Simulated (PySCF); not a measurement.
Cl₂Sn, charge +1, doublet, geometry from GFN2-xTB (such geometries of metal compounds can be far from the true shape) (a state made from the parent by changing its charge; the spin is typed, not shown lowest) (core potentials on Sn); DF-WB97M-V/def2-SVP run with PySCF.

The PySCF input:
```python
from pyscf import gto, scf, dft

mol = gto.Mole()
mol.atom = '''
    Sn    0.00755256   -0.00709993    0.44602132
    Cl    1.31419946    1.64977004   -0.65225992
    Cl   -1.33641287   -1.62888789   -0.65956749
'''
mol.basis = 'def2-svp'
mol.ecp = {'Sn': 'def2-svp'}
mol.charge = 1
mol.spin = 1
mol.verbose = 4
mol.build()

mf = dft.UKS(mol)
mf.xc = 'wb97m_v'
mf = mf.density_fit(auxbasis='def2-universal-jkfit')
mf.kernel()
```

Output, abridged:

```
PySCF version 2.14.0

[INPUT] verbose = 4
[INPUT] num. atoms = 3
[INPUT] num. electrons = 55
[INPUT] charge = 1
[INPUT] spin (= nelec alpha-beta = 2S) = 1
[INPUT] symmetry False subgroup None
[INPUT] Mole.unit = angstrom
[INPUT] Symbol           X                Y                Z      unit          X                Y                Z       unit  Magmom
[INPUT]  1 Sn     0.007552560000  -0.007099930000   0.446021320000 AA    0.014272269939  -0.013416923204   0.842858140517 Bohr   0.0
[INPUT]  2 Cl     1.314199460000   1.649770040000  -0.652259920000 AA    2.483477052451   3.117613544113  -1.232592610831 Bohr   0.0
[INPUT]  3 Cl    -1.336412870000  -1.628887890000  -0.659567490000 AA   -2.525454313644  -3.078151999721  -1.246401916767 Bohr   0.0

nuclear repulsion = 202.669099466715
number of shells = 26
number of NR pGTOs = 133
number of NR cGTOs = 62
basis = def2-svp
ecp = {'Sn': 'def2-svp'}

******** <class 'pyscf.df.df_jk.DFUKS'> ********
method = DFUKS
initial guess = minao
damping factor = 0
level_shift factor = 0
DIIS = <class 'pyscf.scf.diis.CDIIS'>
diis_start_cycle = 1
diis_space = 8
diis_damp = 0
SCF conv_tol = 1e-09
SCF conv_tol_grad = None
SCF max_cycles = 50
direct_scf = False
number electrons alpha = 28  beta = 27
XC library pyscf.dft.libxc version 7.1.2
    S. Lehtola, C. Steigemann, M. J. T. Oliveira, and M. A. L. Marques,  SoftwareX 7, 1–5 (2018)
XC functionals = wb97m_v
    N. Mardirossian and M. Head-Gordon,  J. Chem. Phys. 144, 214110 (2016)
radial grids:
    Treutler-Ahlrichs [JCP 102, 346 (1995); DOI:10.1063/1.469408] (M4) radial grids

becke partition: Becke, JCP 88, 2547 (1988); DOI:10.1063/1.454033
pruning grids: <function nwchem_prune>
grids dens level: 3
symmetrized grids: False
atomic radii adjust function: <function treutler_atomic_radii_adjust>
** Following is NLC and NLC Grids **
NLC functional = wb97m_v
radial grids:
    Treutler-Ahlrichs [JCP 102, 346 (1995); DOI:10.1063/1.469408] (M4) radial grids

becke partition: Becke, JCP 88, 2547 (1988); DOI:10.1063/1.454033
pruning grids: <function nwchem_prune>
grids dens level: 3
symmetrized grids: False
atomic radii adjust function: <function treutler_atomic_radii_adjust>
small_rho_cutoff = 0
Set gradient conv threshold to 3.16228e-05
tot grids = 59720
tot grids = 59720
******** <class 'pyscf.df.df.DF'> ********
auxbasis = def2-universal-jkfit
Create RSH-DF object <pyscf.df.df.DF object> for omega=0.3
******** <class 'pyscf.df.df.DF'> ********
auxbasis = auxmol.basis = def2-universal-jkfit
init E= -1111.55243370399

cycle= 1 E= -1132.99249931818  delta_E= -21.4  |g|= 1.49  |ddm|= 4.64
cycle= 2 E= -1133.33229561625  delta_E= -0.34  |g|= 1.21  |ddm|= 3.29
cycle= 3 E= -1134.05274987234  delta_E= -0.72  |g|= 0.0846  |ddm|= 1.49
cycle= 4 E= -1134.05939040723  delta_E= -0.00664  |g|= 0.0327  |ddm|= 0.178
cycle= 5 E= -1134.06082303659  delta_E= -0.00143  |g|= 0.0116  |ddm|= 0.0733
cycle= 6 E= -1134.06135768744  delta_E= -0.000535  |g|= 0.00524  |ddm|= 0.0507
cycle= 7 E= -1134.06149606592  delta_E= -0.000138  |g|= 0.00226  |ddm|= 0.0298
cycle= 8 E= -1134.06153342819  delta_E= -3.74e-05  |g|= 0.0012  |ddm|= 0.0161
cycle= 9 E= -1134.06154420467  delta_E= -1.08e-05  |g|= 0.000536  |ddm|= 0.00985
cycle= 10 E= -1134.06154620981  delta_E= -2.01e-06  |g|= 0.000121  |ddm|= 0.00549
cycle= 11 E= -1134.0615462773  delta_E= -6.75e-08  |g|= 3.89e-05  |ddm|= 0.000893
cycle= 12 E= -1134.06154628476  delta_E= -7.47e-09  |g|= 1.06e-05  |ddm|= 0.000286
cycle= 13 E= -1134.06154628525  delta_E= -4.85e-10  |g|= 3.09e-06  |ddm|= 6.85e-05
Extra cycle  E= -1134.06154628527  delta_E= -2.23e-11  |g|= 1.52e-06  |ddm|= 8.23e-06
converged SCF energy = -1134.06154628527  <S^2> = 0.76240756  2S+1 = 2.0123693
```
